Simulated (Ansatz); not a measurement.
The same path of a periodic cell of 17 atoms, Be$_{16}$H (host Be, host structure hcp, interstitial H) was run twice with different band settings.

Level of theory: DFT PBE, scalar-relativistic, plane waves, PAW in Ansatz. Settings: cutoff 420 eV, k mesh 4x4x3, fermi-dirac smearing 0.05 eV, no spin polarisation.

Relaxed end points:

```xyz
17
Lattice="-2.2900 -3.9664 0.0000 3.4350 -1.9832 0.0000 0.0000 0.0000 7.1769" Properties=species:S:1:pos:R:3
Be -0.018 -3.957 -0.020
Be 0.038 -2.618 1.767
Be 0.028 -3.983 3.619
Be 0.010 -2.641 5.384
Be -1.145 -1.975 0.002
Be 2.276 -2.637 1.787
Be -1.138 -1.940 3.618
Be 2.278 -2.638 5.404
Be 1.159 -1.992 -0.019
Be 1.141 -0.709 1.767
Be 1.161 -1.994 3.599
Be 1.146 -0.672 5.384
Be -0.008 -0.006 0.002
Be 1.118 -4.613 1.767
Be -0.036 -0.029 3.618
Be 1.164 -4.639 5.406
H -1.145 -3.309 2.692
```

```xyz
17
Lattice="-2.2900 -3.9664 0.0000 3.4350 -1.9832 0.0000 0.0000 0.0000 7.1769" Properties=species:S:1:pos:R:3
Be 0.024 -3.981 -0.032
Be 0.033 -2.616 1.820
Be -0.022 -3.955 3.607
Be 0.005 -2.639 5.381
Be -1.143 -1.937 -0.031
Be 2.272 -2.634 1.801
Be -1.149 -1.972 3.585
Be 2.273 -2.636 5.360
Be 1.157 -1.991 -0.011
Be 1.137 -0.706 1.820
Be 1.155 -1.990 3.606
Be 1.142 -0.670 5.381
Be -0.040 -0.026 -0.031
Be 1.113 -4.610 1.821
Be -0.012 -0.003 3.585
Be 1.159 -4.637 5.358
H -1.152 -3.303 0.892
```

Common settings: climbing image yes; spring 5.0 eV/Å²; end points relaxed.

| run | movable images | optimiser | start path | force threshold | iteration limit | largest step |
| --- | --- | --- | --- | --- | --- | --- |
| 1 | 5 | quadratic models (default) | straight line | 0.03 eV/Å | 21 | default |
| 2 | 3 | fire | default | 0.05 eV/Å | 50 | 0.5 Å |

(1) What does each run give, and how far can it be trusted?

Answers

(1) Run 1: converged after 5 iterations, highest image 0.412 eV above the first end. The order of the stationary point at the top wasn't checked.
Run 2: converged after 18 iterations, highest image 0.413 eV above the first end. The order of the stationary point at the top wasn't checked.
Limits of this set-up: coarse k mesh, odd electron count without spin.
